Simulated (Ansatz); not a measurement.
Calculated with Ansatz (gas phase, PBE0-D4/def2-TZVP geometries, no zero-point term in ΔE). CBS: MP2 limit from def2 TZ/QZ plus the TZ coupled-cluster correction, frozen cores. Elements past krypton have def2 core potentials. For Cd outer-core shells are correlated without core-valence functions, which leaves a few kJ/mol of doubt a bond. One conformer a species, not always the lowest.

Consider the redistribution: `CC(C)[O][Cd][O]C(C)C` + `[NH2][Cd][OH]` → `CC(C)[O][Cd][NH2]` + `CC(C)[O][Cd][OH]`.

`CC(C)[O][Cd][O]C(C)C`:

Cartesian coordinates in Å:
```
C 2.292 1.387 0.590
C 1.765 2.150 -0.613
C 0.807 3.252 -0.195
O 1.196 1.295 -1.565
Cd -0.391 0.229 -1.085
O -2.059 -0.789 -0.831
C -2.030 -1.995 -0.120
C -1.171 -3.039 -0.812
C -1.601 -1.791 1.323
H 2.831 2.039 1.283
H 1.459 0.934 1.145
H 2.964 0.589 0.269
H 2.624 2.623 -1.116
H 1.285 3.978 0.468
H 0.427 3.778 -1.072
H -0.048 2.824 0.347
H -3.069 -2.361 -0.115
H -0.117 -2.729 -0.803
H -1.231 -4.011 -0.314
H -1.483 -3.160 -1.851
H -2.217 -1.025 1.798
H -1.680 -2.713 1.906
H -0.553 -1.465 1.364
```

`[NH2][Cd][OH]`:

Cartesian coordinates in Å:
```
N -0.207 0.111 1.600
Cd 0.059 0.226 -0.379
O 0.325 0.613 -2.286
H 0.532 -0.416 2.051
H -1.075 -0.354 1.839
H 0.365 -0.180 -2.825
```

`CC(C)[O][Cd][NH2]`:

```xyz
15

C     1.190   -1.011    0.918
C     0.750    0.442    0.989
C    -0.638    0.570    1.595
O     0.836    1.074   -0.256
Cd   -0.269    0.448   -1.767
N    -1.392   -0.191   -3.298
H     2.181   -1.085    0.467
H     0.487   -1.591    0.304
H     1.221   -1.477    1.907
H     1.454    0.974    1.647
H    -0.944    1.617    1.624
H    -0.679    0.167    2.611
H    -1.369    0.014    0.991
H    -0.825   -0.488   -4.085
H    -2.004    0.538   -3.648
```

`CC(C)[O][Cd][OH]`:

Cartesian coordinates in Å:
```
C 0.226 0.298 -2.064
C 0.498 0.086 -0.586
C -0.039 -1.256 -0.115
O -0.078 1.166 0.104
Cd -0.318 1.141 2.052
O -0.509 1.321 3.994
H -0.850 0.275 -2.254
H 0.607 1.271 -2.378
H 0.706 -0.476 -2.669
H 1.591 0.084 -0.437
H 0.392 -2.086 -0.681
H 0.202 -1.427 0.942
H -1.127 -1.286 -0.231
H -1.301 0.889 4.324
```

```
               species  CCSD(T)/CBS(def2) energy (Eh)
`CC(C)[O][Cd][O]C(C)C`                     -554.81403
       `[NH2][Cd][OH]`                     -299.39515
   `CC(C)[O][Cd][NH2]`                     -417.16658
    `CC(C)[O][Cd][OH]`                     -437.04078
```

(1) Work out ΔE.

Largest T1 diagnostic among the species: 0.016.

Results:

(1) ΔE = (-417.16658) + (-437.04078) − (-554.81403) − (-299.39515) = 0.00182 Eh = +4.8 kJ/mol.

Leaving LDA and LC-ωPBE aside and taking each functional with its dispersion term where it has one, the values, not all of them listed here, spread over 4.3 kJ/mol, from B2PLYP to revPBE-D4. The D4 term adds +3.3 kJ/mol with B3LYP and +2.0 kJ/mol with PBE0; it sums over pairs of atoms, weighted by their polarisabilities, and B3LYP, whose exchange is more repulsive, gets the larger term. In def2-TZVPP, CCSD(T) changes the Hartree–Fock value by +5.6 kJ/mol (the triples alone add +1.2 kJ/mol) and MP2 by +5.8 kJ/mol.

B3LYP here is the variant with VWN-RPA as its local correlation; programs differ in this.
